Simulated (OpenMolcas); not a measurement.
Mn4+.

- Program: OpenMolcas 26.06
- Basis: ANO-RCC-VTZP [6s5p3d2f1g]
- Scalar Hamiltonian: DKH2, point nucleus
- Active space: 3 electrons in 5 orbitals (3d)
- State averaging: 2S+1 = 4 even, 10 roots; 2S+1 = 2 even, 40 roots kept (CI in the orbitals of an earlier block)
- Spin-orbit coupling: RASSI with atomic mean-field integrals over the reference wave functions, term energies averaged over their components

Two sets of levels on these reference wave functions, in cm⁻¹ above 3d³ ⁴F_3/2: one from CASSCF and one from MS-CASPT2, IPEA 0.25 Eh, imaginary shift 0.1 Eh (closed shells correlated: 3s 3p).

| Level | Set 1 | Set 2 |
| --- | --- | --- |
| 3d³ ⁴F_3/2 | 0.0 | 0.0 |
| 3d³ ⁴F_5/2 | 374 | 371 |
| 3d³ ⁴F_7/2 | 881 | 877 |
| 3d³ ⁴F_9/2 | 1506 | 1504 |
| 3d³ ⁴P_1/2 | 17160 | 20470 |
| 3d³ ⁴P_3/2 | 17310 | 20620 |
| 3d³ ²G_7/2 | 18340 | 20930 |
| 3d³ ⁴P_5/2 | 17760 | 21060 |
| 3d³ ²G_9/2 | 18870 | 21460 |
| 3d³ ²P_1/2 | 23740 | 27670 |
| 3d³ ²H_9/2 | 25740 | 27740 |
| 3d³ ²P_3/2 [66 %] | 23640 | 27810 |
| 3d³ ²H_11/2 | 26140 | 28130 |
| 3d³ ²D_3/2(1) [67 %] | 25470 | 30300 |
| 3d³ ²D_5/2(1) | 25510 | 30590 |
| 3d³ ²F_7/2 | 41590 | 47800 |

**Question.** Which set is which?

**Answer.** Set 1 is MS-CASPT2. Its levels of the other terms of 3d³ lie at 0.83 to 0.93 of the other set's values, as expected, since terms of lower spin or lower L gain more correlation energy than the Hund ground term. Against 15 measured levels (Corliss and Sugar, J. Phys. Chem. Ref. Data 6, 1253 (1977)) the mean absolute deviation is 600 cm-1 with it and 3500 cm-1 without; single levels miss by up to 1200 cm-1 with it.

CASPT2 breaks the degeneracy within a term, and the mean is taken; among the terms shown or strongly mixed into the levels shown the widest spread is 860 cm-1 (3d³ ⁴F, MS-CASPT2). Terms from blocks run as CI alone lack orbitals of their own. Without dynamic correlation excited terms often stand tens of per cent too high (terms of higher spin than the ground term too low), and those without a measured partner can miss by more than the paired ones (holds for CASSCF). Some levels mix across a computed gap that differs much from the measured one, so their mixing is not that of the real levels (holds for CASSCF). Computed and measured levels are paired by configuration, term and J; levels that our copy of the source lacks, or whose pairing is in doubt (as where it misses far off the trend of its configuration), stay unpaired and out of the deviations. Levels of configurations outside the active space are missing. Levels that lie high or do not pair safely by name in every column are left out.

A share in square brackets marks a mixed level and gives the weight of the term that names it, the lowest over the columns. A number in round brackets counts repeated terms of one configuration in the order of the reference energies.
